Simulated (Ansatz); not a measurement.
`F[SiH]1[CH2][AlH]1`. The species carries charge 0 and has multiplicity 1.

Cartesian coordinates in Å:
```
F -1.664 -1.515 -1.081
Si -0.884 -0.155 -0.731
C 0.860 -0.227 -0.066
Al -0.158 0.861 1.226
H -0.959 0.708 -1.939
H 0.952 -1.075 0.644
H 1.767 -0.181 -0.666
H 0.087 1.584 2.612
```

Q: What are the harmonic wavenumbers in cm⁻¹ at PBE0-D4/def2-TZVP (Ansatz, finite differences of forces, unscaled)? (Best estimate.)

A: The calculation gave: 165, 211, 325, 391, 423, 446, 553, 623, 748, 791, 834, 859, 911, 1349, 1929, 2211, 2947, 3149.

Q: Is this a minimum?

A: Yes, all 18 modes are real.

Q: Give the ideal-gas thermochemistry at 298.15 K and 1 bar (rigid rotor, harmonic oscillator; point group C1, symmetry number 1).

A: Zero-point energy 112.8 kJ/mol; H(298) − E = 131.0 kJ/mol; entropy 316.9 J/(mol·K), of which translation 165.0, rotation 108.3, vibration 43.6; G(298) − E = 36.5 kJ/mol.

Q: And at 400, 500, 600, 800 and 1000 K?

A: 
```json
{"T (K)": "400", "H − E (kJ/mol)": "141.6", "S (J/mol/K)": "347.5", "G − E (kJ/mol)": "2.6"}
{"T (K)": "500", "H − E (kJ/mol)": "153.4", "S (J/mol/K)": "373.7", "G − E (kJ/mol)": "-33.5"}
{"T (K)": "600", "H − E (kJ/mol)": "166.2", "S (J/mol/K)": "397.0", "G − E (kJ/mol)": "-72.0"}
{"T (K)": "800", "H − E (kJ/mol)": "193.9", "S (J/mol/K)": "436.9", "G − E (kJ/mol)": "-155.6"}
{"T (K)": "1000", "H − E (kJ/mol)": "223.8", "S (J/mol/K)": "470.1", "G − E (kJ/mol)": "-246.3"}
```

Q: Rotational constants (cm⁻¹)?

A: 0.3659, 0.09048, 0.08179.
